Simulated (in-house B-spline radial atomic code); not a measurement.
A run on Re- that did not converge. Method: scalar-relativistic (X2C) r2SCAN0, spin-polarised, spherical fractional occupations, exact exchange averaged over the configuration, Fermi nucleus of rms radius 5.3698 fm; computed with a B-spline radial code for spherical atoms.

Command:
```bash
python run_scf.py task.json out
```
Settings (nuclear radius in fm, mass in u):
```
Z                75
configuration    [Xe] 4f14 5d6 6s2
hamiltonian      x2c
method           r2scan0
spin_polarised   True
nucleus          fermi
rms_radius       5.3698
atomic_mass      186.95575
speed_of_light   137.035999084
exact_exchange   averaged over the configuration
```

First and last ten iterations of the last attempt (damped for 15 steps, keeping 80 % of the old Fock matrix, then DIIS):
```
 iter        energy (Eh)    residual
    1      -16693.535427    1.81e-01
    2      -16693.388495    4.51e-02
    3      -16693.500335    2.58e-02
    4      -16693.578465    1.09e-02
    5      -16693.527823    1.98e-02
    6      -16693.571511    1.37e-02
    7      -16693.536156    1.74e-02
    8      -16693.568500    1.49e-02
    9      -16693.580632    1.02e-02
   10      -16693.526065    2.01e-02
  111      -16693.529755    1.99e-02
  112      -16693.532267    1.92e-02
  113      -16693.528984    2.02e-02
  114      -16693.529098    2.02e-02
  115      -16693.528770    2.02e-02
  116      -16693.529920    1.99e-02
  117      -16693.530081    1.99e-02
  118      -16693.531184    1.95e-02
  119      -16693.531580    1.94e-02
  120      -16693.581620    9.30e-03
 not converged after 120 iterations
```

The smallest residual met was 8.4e-03; the threshold is about 8e-07. No energy from this run should be used. Cost of the run: 6.2 s on 1 thread of Arm Neoverse V2, on a shared host.
